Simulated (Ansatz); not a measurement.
Input for Ansatz (a quantum-chemistry and plane-wave program): U-r2SCAN/def2-TZVPP on TeS, 2S+1 = 3, a spin state set in the input, which need not be the lowest, a point of a bond scan (R = 2.228 Å). Elements past Kr take the def2 small-core potentials; no spin–orbit coupling.

Ansatz 0.2 input:
```yaml
crystal:
  periodic: [false, false, false]
  atoms:
    - {symbol: S, position_ang: [0.00000000, 0.00000000, 0.00000000]}
    - {symbol: Te, position_ang: [0.00000000, 0.00000000, 2.22760100]}
basis:
  gaussian:
    orbitals: def2-TZVPP
    pivot_positions_ang: [[0.00000000, 0.00000000, 0.00000000], [0.00000000, 0.00000000, 2.22760100]]
hamiltonian:
  xc: {name: r2SCAN}
magnetization: {spin_polarized: true, initial_magnetization: 2}
output: {forces: true, orbitals: {seedname: ./end}}
```

The log:

```
WARN ansatz: RAYON_NUM_THREADS=2 ignored (pool sized by the plan → 2); use --threads N
Functional definition: r2SCAN
integrals: 0.03 GiB planned
670 factors; their error is unknown
mean field: 0.29 GiB planned
mean field evaluation 1: about -18129.9729 eV, gradient 1.5e1 eV
mean field evaluation 2: about -18117.4617 eV, gradient 4.5e1 eV
mean field evaluation 4: about -18131.4192 eV, gradient 1.8e0 eV
mean field evaluation 8: about -18131.3049 eV, gradient 3.7e-1 eV
mean field evaluation 16: about -18131.3050 eV, gradient 5.5e-5 eV
mean field -18131.30499578 eV, -666.3131687550 hartree, gradient 5.4e-5 eV, S^2 2.010642; 0 other end points of the search recorded, 0 dependent functions left out
the calculation of the forces begins
reference -18131.30500661 eV, -666.3131691528 hartree; 21, 19 occupied and 71, 73 virtual orbitals, 670 factors
Total energy: -18131.30500661 eV, -666.3131691528 hartree
Atom 0 at     0.000000     0.000000     0.000000 Å, force    -0.000000     0.000000    -0.066899 eV/Å
Atom 1 at     0.000000     0.000000     2.227601 Å, force     0.000000    -0.000000     0.066899 eV/Å
Dipole moment:     0.000000    -0.000000     0.328104 e Å
```

The run converged.

Cost: roughly 5 core-seconds.
